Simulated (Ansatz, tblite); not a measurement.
Cost and result up the ladder for Mg2O3H2 (the lowest singlet isomer of a short search) (7 atoms). Charge 0, multiplicity 1. Geometry: r2SCAN-D4/def2-SVP.

| atom | x (Å) | y (Å) | z (Å) |
| --- | --- | --- | --- |
| Mg1 | 1.079 | 0.439 | 0.308 |
| Mg2 | -0.781 | -0.915 | -0.077 |
| O3 | 0.883 | -1.408 | 0.685 |
| O4 | 0.101 | 0.277 | -1.457 |
| O5 | -0.811 | 0.855 | 0.906 |
| H6 | 0.547 | -0.121 | -2.215 |
| H7 | -1.018 | 0.871 | 1.849 |

Ansatz on 4 threads of AMD EPYC 9B14 on a shared host; xTB runs through tblite on one thread. Times are rough, summed over both states, and most runs start from the orbitals of an earlier one. PBE0-D4/def2-TZVP serves as the yardstick here, not as an exact answer. The other state is a triplet.

The xTB rows come from tblite. The structure comes from a short search, and lower isomers may exist.

xTB has no spin-polarisation term.

| level | functions | wall time | vertical triplet (eV) | difference from PBE0-D4/def2-TZVP (eV) |
| --- | --- | --- | --- | --- |
| GFN1-xTB | 24 | 0.006 s | 2.44 | 0.89 |
| GFN2-xTB | 32 | 0.011 s | 1.99 | 0.44 |
| PBE-D4/def2-TZVP | 169 | 2.8 s | 1.59 | 0.04 |
| r2SCAN-D4/def2-TZVP | 169 | 5.8 s | 1.50 | -0.05 |
| PBE0-D4/def2-TZVP | 169 | 6.5 s | 1.55 | 0.00 |
